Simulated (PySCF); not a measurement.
A GIAO shielding run with PySCF 2.14 (density fitting, non-relativistic, gas phase) on V(NH)F3 (SMILES [NH]=[V]([F])([F])[F]):

```
{"job": {"kind": "nmr", "xc": "B3LYP", "basis": {"default": "pcSseg-1", "V": "pcSseg-2"}, "pop": false}, "charge": 0, "multiplicity": 1}
V     -0.004090    -0.005755    -0.431314
N      0.005110     0.018249     1.151383
H      0.018728     0.028912     2.171507
F      1.618169    -0.008366    -0.971781
F     -0.824717     1.390817    -0.979606
F     -0.813201    -1.423846    -0.940199
```

Hardware: 1 thread of an x86-64 server CPU, shared host.

Problem. How large is the calculation?

Solution. 58 electrons, 146 basis functions and 675 auxiliary functions.

Problem. How long does it take?

Solution. 9.5 s of wall time, with 13 SCF cycles and 6 response iterations. Times on a shared host scatter by some tens of per cent.

Problem. And these other runs on the same molecule and hardware: GIAO shielding at PBE/pcSseg-1 (pcSseg-2 on V); GIAO shielding at PBE0/pcSseg-1 (pcSseg-2 on V); spin–spin coupling at PBE/pcJ-1 (pcSseg-1 on V)?

Solution. PBE/pcSseg-1 (pcSseg-2 on V): 146 functions, 14 s; PBE0/pcSseg-1 (pcSseg-2 on V): 146 functions, 12 s; PBE/pcJ-1 (pcSseg-1 on V): 163 functions, 14 s.
